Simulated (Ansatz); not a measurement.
Geometry optimisation of CH4BrInO (`[OH][InH][CH2]Br`).

```yaml
crystal:
  periodic: [false, false, false]
  atoms:
    - {symbol: O, position_ang: [-2.109653, 1.046506, 0.166418]}
    - {symbol: In, position_ang: [-0.121444, 0.891156, 0.540093]}
    - {symbol: C, position_ang: [0.854172, -0.965250, -0.101422]}
    - {symbol: Br, position_ang: [1.457241, -0.532728, -1.933843]}
    - {symbol: H, position_ang: [-2.453132, 0.233187, -0.249923]}
    - {symbol: H, position_ang: [0.529665, 2.336707, 1.220242]}
    - {symbol: H, position_ang: [1.755255, -1.229567, 0.480510]}
    - {symbol: H, position_ang: [0.179895, -1.837110, -0.177876]}
basis:
  gaussian: {orbitals: def2-TZVP}
hamiltonian: {xc: pbe0, dispersion: d4}
relax: {f_tol: 0.005, max_steps: 150}
```

```sh
$ ansatz run in.yaml --threads 4 --pin off --events-out ev --progress --plain --max-ram 10444MiB
```

Shortened log:

```
Functional definition: PBE0
mean field -78359.09364306 eV, -2879.6435776813 hartree, gradient 5.1e-5 eV, S^2 0.000000; 0 other end points of the search recorded, 0 dependent functions left out
relax step   1: F+E_penalty+E_count = -78359.23439494 eV  Δ(F+E_penalty+E_count) = +0.000e0 eV  max|allowed force component| = 8.156e-1 eV/Å  Δτ_max = 0.0000 Å  (29 SCF iters, accepted)
mean field -78359.13699380 eV, -2879.6451707915 hartree, gradient 1.1e-5 eV, S^2 0.000000; 0 other end points of the search recorded, 0 dependent functions left out
relax step   2: F+E_penalty+E_count = -78359.28047827 eV  Δ(F+E_penalty+E_count) = -4.608e-2 eV  max|allowed force component| = 3.154e-1 eV/Å  Δτ_max = 0.0644 Å  (32 SCF iters, accepted)
mean field -78359.14145593 eV, -2879.6453347718 hartree, gradient 7.0e-6 eV, S^2 0.000000; 0 other end points of the search recorded, 0 dependent functions left out
relax step   3: F+E_penalty+E_count = -78359.28492927 eV  Δ(F+E_penalty+E_count) = -4.451e-3 eV  max|allowed force component| = 7.181e-2 eV/Å  Δτ_max = 0.0200 Å  (33 SCF iters, accepted)
mean field -78359.14210177 eV, -2879.6453585060 hartree, gradient 6.7e-6 eV, S^2 0.000000; 0 other end points of the search recorded, 0 dependent functions left out
relax step   4: F+E_penalty+E_count = -78359.28544216 eV  Δ(F+E_penalty+E_count) = -5.129e-4 eV  max|allowed force component| = 1.414e-2 eV/Å  Δτ_max = 0.0103 Å  (34 SCF iters, accepted)
mean field -78359.14205287 eV, -2879.6453567087 hartree, gradient 6.7e-6 eV, S^2 0.000000; 0 other end points of the search recorded, 0 dependent functions left out
relax step   5: F+E_penalty+E_count = -78359.28545445 eV  Δ(F+E_penalty+E_count) = -1.229e-5 eV  max|allowed force component| = 1.263e-2 eV/Å  Δτ_max = 0.0078 Å  (34 SCF iters, accepted)
mean field -78359.14213774 eV, -2879.6453598279 hartree, gradient 6.7e-6 eV, S^2 0.000000; 0 other end points of the search recorded, 0 dependent functions left out
relax step   6: F+E_penalty+E_count = -78359.28552329 eV  Δ(F+E_penalty+E_count) = -6.884e-5 eV  max|allowed force component| = 5.580e-3 eV/Å  Δτ_max = 0.0092 Å  (34 SCF iters, accepted)
mean field -78359.14212670 eV, -2879.6453594220 hartree, gradient 6.7e-6 eV, S^2 0.000000; 0 other end points of the search recorded, 0 dependent functions left out
relax step   7: F+E_penalty+E_count = -78359.28553673 eV  Δ(F+E_penalty+E_count) = -1.344e-5 eV  max|allowed force component| = 1.207e-3 eV/Å  Δτ_max = 0.0031 Å  (34 SCF iters, accepted)
mean field -78359.14212670 eV, -2879.6453594220 hartree, gradient 6.7e-6 eV, S^2 0.000000; 1 other end points of the search recorded, 0 dependent functions left out
Total energy: -78359.28557730 eV, -2879.6506311344 hartree
Atom 0 at    -2.058960     0.986549     0.155408 Å, force     0.001207     0.000400     0.000673 eV/Å
Atom 1 at    -0.109368     0.904477     0.539772 Å, force    -0.000141     0.000769    -0.000236 eV/Å
Atom 2 at     0.827103    -0.938605    -0.082929 Å, force    -0.001071    -0.000429    -0.000204 eV/Å
Atom 3 at     1.405675    -0.518817    -1.909798 Å, force    -0.000398     0.000271    -0.000482 eV/Å
Atom 4 at    -2.400366     0.202026    -0.278850 Å, force     0.000060    -0.000790    -0.000759 eV/Å
Atom 5 at     0.549382     2.317247     1.221019 Å, force    -0.000326    -0.000104     0.000174 eV/Å
Atom 6 at     1.723520    -1.220778     0.462691 Å, force     0.000804    -0.000095     0.000700 eV/Å
Atom 7 at     0.155012    -1.789198    -0.163112 Å, force    -0.000136    -0.000022     0.000134 eV/Å
Dipole moment:     0.216386    -0.371220     0.282916 e Å
```

Run time 28 s (4 threads of an Intel Xeon Platinum 8375C on a shared host); peak host memory 0.54 GiB.
